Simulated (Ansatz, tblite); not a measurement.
Adding an electron: the cluster Cu₂Br⁺ (the lowest singlet isomer of a short search). Total charge 1; singlet. Geometry: PBE0-D4/def2-TZVP. Ansatz, gas phase; energy differences of separate SCF runs; the reduced species was run as a doublet alone.

```xyz
3

Cu   -1.1969   -1.3394   -0.5572
Cu    1.2595    0.6970    1.2103
Br   -0.0626    0.6424   -0.6531
```

The xTB rows come from tblite. The structure comes from a short search, and lower isomers may exist.

Task: Estimate orbital energies and vertical electron affinities at: GFN1-xTB; GFN2-xTB; PBE-D4/def2-TZVP; r2SCAN-D4/def2-TZVP; PBE0-D4/def2-TZVP.

Result: 
| level | −HOMO (eV) | −LUMO (eV) | vertical EA (eV) | HOMO–LUMO gap (eV) |
| --- | --- | --- | --- | --- |
| GFN1-xTB | 16.59 | 13.46 | 10.72 | 3.13 |
| GFN2-xTB | 15.85 | 9.90 | 7.84 | 5.94 |
| PBE-D4/def2-TZVP | 10.98 | 8.63 | 6.30 | 2.35 |
| r2SCAN-D4/def2-TZVP | 11.04 | 8.21 | 6.13 | 2.82 |
| PBE0-D4/def2-TZVP | 12.53 | 7.45 | 5.84 | 5.08 |

  Raw xTB energy differences between charge states are shifted by several eV; the methods need an empirical correction for them.
